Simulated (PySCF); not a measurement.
`C=C(C)/C(C)=C/N(C)C`, C₈H₁₅N

Geometry (Å), atoms numbered from 1 in this order:
```xyz
24

C     3.382   -0.839    0.226
C     2.295   -0.142   -0.159
C     2.471    1.220   -0.774
C     0.934   -0.672    0.017
C     0.765   -2.082    0.500
C    -0.143    0.100   -0.277
N    -1.478   -0.226   -0.065
C    -2.434    0.550   -0.811
C    -1.923   -0.545    1.273
H     4.386   -0.431    0.087
H     3.313   -1.823    0.693
H     3.537    1.457   -0.894
H     1.997    1.279   -1.768
H     2.018    2.009   -0.153
H    -0.247   -2.447    0.275
H     1.482   -2.747   -0.005
H     0.938   -2.193    1.585
H     0.017    1.078   -0.747
H    -3.414    0.048   -0.800
H    -2.577    1.573   -0.400
H    -2.120    0.639   -1.860
H    -1.146   -1.084    1.826
H    -2.821   -1.183    1.238
H    -2.178    0.368    1.852
```

Method: quadratic response CAM-B3LYP/def2-SVPD first hyperpolarisability, Taylor convention, gas phase (PySCF). Geometry: PBE0-D3(BJ)/def2-SVP.

(1) Give the tensor of the second harmonic β(−2ω;ω,ω) at 1064 nm in the axes of these coordinates.

Results:

(1) In au, Taylor convention; rows are the first index (the induced dipole):
|  | xx | yy | zz | xy | xz | yz |
| --- | --- | --- | --- | --- | --- | --- |
| x | -1007.7 | +112.0 | +56.4 | -34.6 | +15.8 | +19.7 |
| y | +20.3 | -145.0 | -42.3 | +95.2 | +18.2 | -34.3 |
| z | +8.4 | -31.2 | -66.8 | +15.3 | +47.6 | -38.2 |

Norm of βᵢ = ⅓ Σⱼ (βᵢⱼⱼ + βⱼᵢⱼ + βⱼⱼᵢ): 883.9 au, hyper-Rayleigh value 402.7 au.
